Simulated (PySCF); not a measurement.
# Atomic charges against the basis set

Compound: C2H8FNSi.
SMILES with atom numbers: `[CH3:1][C@H:2]([F:3])[SiH2:4][NH2:5]` (hydrogens: H6, H7, H8 on C1; H9 on C2; H10, H11 on Si4; H12, H13 on N5)

Geometry (PBE0-D3(BJ)/def2-SVP, Å), atoms numbered from 1 in this order:
```
atom  x, y, z in Å
C1     1.342   -0.302    0.639
C2     0.643    0.234   -0.587
F3     0.662    1.636   -0.545
Si4   -1.202   -0.221   -0.716
N5    -1.935    0.538    0.657
H6     1.404   -1.400    0.595
H7     0.792   -0.028    1.552
H8     2.365    0.100    0.709
H9     1.189   -0.068   -1.500
H10   -1.415   -1.698   -0.620
H11   -1.683    0.229   -2.065
H12   -2.905    0.356    0.889
H13   -1.712    1.519    0.800
```

PBE0 throughout (PySCF), one geometry, spherical d and f functions. The structure is a single PBE0-D3(BJ)/def2-SVP conformer in the gas phase; no vibrational or solvent corrections. Atoms taken as equivalent share a column and are averaged. The first 7 of 10 kinds of atom are listed.

Mulliken charges (e):

```json
{"basis": "STO-3G", "functions": "37", "C1": "-0.248", "C2": "-0.122", "F3": "-0.132", "Si4": "+0.711", "N5": "-0.590", "H6/H7/H8": "+0.082", "H9": "+0.061"}
{"basis": "6-31G", "functions": "65", "C1": "-0.508", "C2": "-0.129", "F3": "-0.351", "Si4": "+0.861", "N5": "-1.007", "H6/H7/H8": "+0.184", "H9": "+0.177"}
{"basis": "pcSseg-0", "functions": "65", "C1": "-0.648", "C2": "-0.415", "F3": "-0.378", "Si4": "+1.049", "N5": "-1.060", "H6/H7/H8": "+0.243", "H9": "+0.250"}
{"basis": "6-31G*", "functions": "90", "C1": "-0.571", "C2": "+0.022", "F3": "-0.359", "Si4": "+0.595", "N5": "-0.931", "H6/H7/H8": "+0.189", "H9": "+0.163"}
{"basis": "cc-pVDZ", "functions": "114", "C1": "-0.077", "C2": "+0.015", "F3": "-0.263", "Si4": "+0.379", "N5": "-0.311", "H6/H7/H8": "+0.052", "H9": "+0.041"}
{"basis": "def2-SVP", "functions": "114", "C1": "-0.069", "C2": "-0.035", "F3": "-0.298", "Si4": "+0.528", "N5": "-0.417", "H6/H7/H8": "+0.052", "H9": "+0.053"}
{"basis": "6-311+G(2d,p)", "functions": "191", "C1": "-0.561", "C2": "-0.064", "F3": "-0.267", "Si4": "+0.789", "N5": "-0.856", "H6/H7/H8": "+0.163", "H9": "+0.134"}
{"basis": "aug-cc-pVDZ", "functions": "191", "C1": "+0.326", "C2": "+0.797", "F3": "-0.528", "Si4": "+0.036", "N5": "-0.291", "H6/H7/H8": "-0.121", "H9": "-0.412"}
{"basis": "def2-TZVP", "functions": "209", "C1": "-0.367", "C2": "+0.034", "F3": "-0.244", "Si4": "+0.339", "N5": "-0.641", "H6/H7/H8": "+0.131", "H9": "+0.085"}
{"basis": "IGLO-III", "functions": "264", "C1": "-0.381", "C2": "-0.086", "F3": "-0.283", "Si4": "+0.908", "N5": "-0.742", "H6/H7/H8": "+0.131", "H9": "+0.117"}
{"basis": "cc-pVTZ", "functions": "266", "C1": "-0.298", "C2": "+0.084", "F3": "-0.250", "Si4": "+0.288", "N5": "-0.357", "H6/H7/H8": "+0.102", "H9": "+0.057"}
```

IAO charges (e):

| basis | functions | C1 | C2 | F3 | Si4 | N5 | H6/H7/H8 | H9 |
| --- | --- | --- | --- | --- | --- | --- | --- | --- |
| STO-3G | 37 | -0.410 | -0.214 | -0.155 | +0.824 | -0.697 | +0.136 | +0.114 |
| 6-31G | 65 | -0.444 | -0.095 | -0.318 | +0.738 | -0.812 | +0.156 | +0.146 |
| pcSseg-0 | 65 | -0.436 | -0.119 | -0.305 | +0.756 | -0.787 | +0.154 | +0.146 |
| 6-31G* | 90 | -0.425 | -0.085 | -0.328 | +0.861 | -0.833 | +0.147 | +0.133 |
| cc-pVDZ | 114 | -0.424 | -0.081 | -0.331 | +0.854 | -0.827 | +0.146 | +0.135 |
| def2-SVP | 114 | -0.415 | -0.084 | -0.331 | +0.871 | -0.820 | +0.143 | +0.133 |
| 6-311+G(2d,p) | 191 | -0.436 | -0.091 | -0.347 | +0.894 | -0.868 | +0.152 | +0.143 |
| aug-cc-pVDZ | 191 | -0.434 | -0.081 | -0.346 | +0.860 | -0.857 | +0.151 | +0.142 |
| def2-TZVP | 209 | -0.436 | -0.090 | -0.346 | +0.905 | -0.867 | +0.152 | +0.141 |
| IGLO-III | 264 | -0.438 | -0.092 | -0.347 | +0.904 | -0.871 | +0.152 | +0.143 |
| cc-pVTZ | 266 | -0.438 | -0.088 | -0.343 | +0.890 | -0.861 | +0.151 | +0.141 |

Hirshfeld charges (e):

| basis | functions | C1 | C2 | F3 | Si4 | N5 | H6/H7/H8 | H9 |
| --- | --- | --- | --- | --- | --- | --- | --- | --- |
| STO-3G | 37 | -0.052 | +0.002 | -0.105 | +0.429 | -0.319 | +0.016 | +0.001 |
| 6-31G | 65 | -0.104 | -0.008 | -0.139 | +0.338 | -0.322 | +0.043 | +0.040 |
| pcSseg-0 | 65 | -0.112 | -0.005 | -0.134 | +0.370 | -0.319 | +0.039 | +0.031 |
| 6-31G* | 90 | -0.104 | -0.015 | -0.126 | +0.320 | -0.308 | +0.042 | +0.040 |
| cc-pVDZ | 114 | -0.120 | -0.023 | -0.113 | +0.343 | -0.304 | +0.042 | +0.037 |
| def2-SVP | 114 | -0.123 | -0.019 | -0.121 | +0.351 | -0.307 | +0.043 | +0.037 |
| 6-311+G(2d,p) | 191 | -0.126 | -0.030 | -0.128 | +0.359 | -0.315 | +0.046 | +0.043 |
| aug-cc-pVDZ | 191 | -0.134 | -0.032 | -0.123 | +0.360 | -0.319 | +0.047 | +0.043 |
| def2-TZVP | 209 | -0.129 | -0.030 | -0.123 | +0.352 | -0.315 | +0.046 | +0.042 |
| IGLO-III | 264 | -0.135 | -0.029 | -0.124 | +0.354 | -0.316 | +0.046 | +0.042 |
| cc-pVTZ | 266 | -0.129 | -0.028 | -0.118 | +0.351 | -0.315 | +0.046 | +0.041 |

ESP-fitted charges (e):

| basis | functions | C1 | C2 | F3 | Si4 | N5 | H6/H7/H8 | H9 |
| --- | --- | --- | --- | --- | --- | --- | --- | --- |
| STO-3G | 37 | -0.283 | -0.055 | -0.111 | +0.697 | -0.847 | +0.085 | +0.036 |
| 6-31G | 65 | -0.272 | +0.112 | -0.265 | +0.683 | -1.165 | +0.090 | +0.049 |
| pcSseg-0 | 65 | -0.345 | +0.113 | -0.277 | +0.799 | -1.134 | +0.105 | +0.050 |
| 6-31G* | 90 | -0.285 | +0.135 | -0.218 | +0.502 | -0.988 | +0.089 | +0.038 |
| cc-pVDZ | 114 | -0.268 | +0.156 | -0.227 | +0.452 | -0.867 | +0.082 | +0.033 |
| def2-SVP | 114 | -0.257 | +0.140 | -0.237 | +0.522 | -0.901 | +0.080 | +0.036 |
| 6-311+G(2d,p) | 191 | -0.339 | +0.179 | -0.252 | +0.496 | -0.959 | +0.104 | +0.038 |
| aug-cc-pVDZ | 191 | -0.336 | +0.179 | -0.246 | +0.492 | -0.917 | +0.102 | +0.037 |
| def2-TZVP | 209 | -0.338 | +0.181 | -0.242 | +0.491 | -0.943 | +0.102 | +0.033 |
| IGLO-III | 264 | -0.331 | +0.158 | -0.240 | +0.491 | -0.928 | +0.102 | +0.043 |
| cc-pVTZ | 266 | -0.324 | +0.164 | -0.232 | +0.488 | -0.903 | +0.098 | +0.036 |

Some averages cover members that differ in this geometry, most widely: H6/H7/H8, ESP-fitted in pcSseg-0 +0.083 to +0.129; H6/H7/H8, ESP-fitted in 6-31G +0.070 to +0.107; H6/H7/H8, Mulliken in 6-31G +0.170 to +0.201; H6/H7/H8, ESP-fitted in STO-3G +0.074 to +0.102 e.

Problem. Which scheme is steadiest as the basis changes?

Solution. Largest range over the bases for any column: Hirshfeld 0.11 e, IAO 0.19 e, ESP-fitted 0.35 e, Mulliken 1.21 e. Hirshfeld charges move least and Mulliken charges most, counted in e. Without the minimal STO-3G basis the ranges are Hirshfeld 0.05, IAO 0.17, ESP-fitted 0.35, Mulliken 1.21 e.

Problem. How much do the charges still move between the two largest bases, IGLO-III and cc-pVTZ?

Solution. At most, over all atoms: Mulliken 0.620 e, IAO 0.013 e, Hirshfeld 0.006 e, ESP-fitted 0.025 e.

Problem. What do the same runs give for the total energy, the frontier levels and the dipole moment?

Solution. 
| basis | energy (Eh) | HOMO (eV) | LUMO (eV) | μ (D) |
| --- | --- | --- | --- | --- |
| STO-3G | -518.2889 | -3.59 | 7.63 | 0.94 |
| 6-31G | -524.6283 | -6.93 | 0.96 | 1.18 |
| pcSseg-0 | -523.8531 | -7.02 | 1.10 | 1.31 |
| 6-31G* | -524.7174 | -7.10 | 1.01 | 0.97 |
| cc-pVDZ | -524.7519 | -7.14 | 1.06 | 1.04 |
| def2-SVP | -524.4806 | -7.21 | 1.08 | 1.10 |
| 6-311+G(2d,p) | -524.8388 | -7.45 | -0.10 | 1.14 |
| aug-cc-pVDZ | -524.7790 | -7.40 | -0.23 | 1.11 |
| def2-TZVP | -524.8603 | -7.42 | 0.42 | 1.08 |
| IGLO-III | -524.8680 | -7.43 | 0.35 | 1.11 |
| cc-pVTZ | -524.8526 | -7.37 | 0.59 | 1.05 |

The dipole is fixed by the density alone, so its range of 0.37 D shows that the density itself changes with the basis, not only its division among atoms.
